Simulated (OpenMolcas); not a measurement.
## A ladder of methods for AlPNH4OF (SMILES [NH2][Al]([F])[PH]O)

AlPNH4OF: 9 atoms, total charge 0, spin state singlet. SMILES: `[NH2][Al]([F])[PH]O`. The shape is that of a PBE0-D4/def2-TZVP optimisation. This is one conformer, not always the lowest.

```
atom    x (Å)    y (Å)    z (Å)
   N   1.4892   1.0046  -0.1858
  Al   0.8824  -0.5729   0.2852
   F   1.9053  -1.6774   0.9660
   P  -1.3227  -1.1961  -0.1584
   O  -1.8899   0.3511  -0.4715
   H   0.8939   1.7227  -0.5659
   H   2.4317   1.3389  -0.0724
   H  -1.6432  -1.3102   1.2303
   H  -2.6581   0.2930  -1.0446
```

Each level gives the energy change with the P4–H8 bond stretched from 1.430 to 1.859 Å (eV). The values are calculated.

```csv
level,kind,program,value (eV),less CCSD(T)/def2-SVP,CPU time (all runs)
HF/def2-SVP (unrestricted),Hartree–Fock,OpenMolcas,1.13,+0.21,23 s
SVWN5/def2-SVP (restricted),LDA,OpenMolcas,0.76,-0.16,55 s
BLYP/def2-SVP (restricted),GGA,OpenMolcas,0.73,-0.19,76 s
PBE/def2-SVP (restricted),GGA,OpenMolcas,0.76,-0.16,76 s
TPSS/def2-SVP (restricted),meta-GGA,OpenMolcas,0.83,-0.09,98 s
r2SCAN/def2-SVP (restricted),meta-GGA,OpenMolcas,0.86,-0.06,96 s
M06-2X/def2-SVP (restricted),hybrid meta-GGA,OpenMolcas,0.96,+0.04,86 s
B2PLYP/def2-SVP (restricted),double hybrid,OpenMolcas,0.93,+0.01,57 s
MP2/def2-SVP (restricted),perturbation theory,OpenMolcas,1.03,+0.11,25 s
CCSD(T)/def2-SVP (Cholesky decomposition) (restricted),coupled cluster or CI,OpenMolcas,0.92,0.00,8.1 min
```

CCSD(T)/def2-SVP (Cholesky decomposition) (restricted) is the highest level here, not the true value. The first shape isn't each level's own minimum. The values span 0.73 to 1.13 eV. CPU times are rough (shared hosts, several kinds of processor and program).
